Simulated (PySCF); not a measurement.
Working out the excitation energy of P²⁺

P²⁺ [Ne] 3s2 3p1 (2P) → P²⁺ [Ne] 3s2 4s1 (2S). All numbers are calculated (PySCF 2.14, no relativity, point nucleus, in aug-cc-pwCVDZ (6s5p3d, 36 functions)). Frozen: nothing. Energies in hartree (1 hartree = 27.21139 eV):

```
             part  P²⁺ (lower)  P²⁺ (upper)
              UHF  -339.640598  -339.102845
MP2 opposite-spin    -0.142186    -0.145055
    MP2 same-spin    -0.048087    -0.050313
```

Task: What does Hartree-Fock give?

Result: (-339.102845) − (-339.640598) = 0.537753 hartree = 14.633 eV.

Task: What do MP2 and SCS-MP2 (6/5 opposite-spin, 1/3 same-spin) give?

Result: The opposite-spin parts differ by -0.078 eV and the same-spin parts by -0.061 eV. MP2: 14.633 + (-0.078) + (-0.061) = 14.494 eV. SCS-MP2: 14.633 + 1.2 × (-0.078) + (-0.061)/3 = 14.519 eV.

A double-zeta basis recovers only part of the correlation energy.
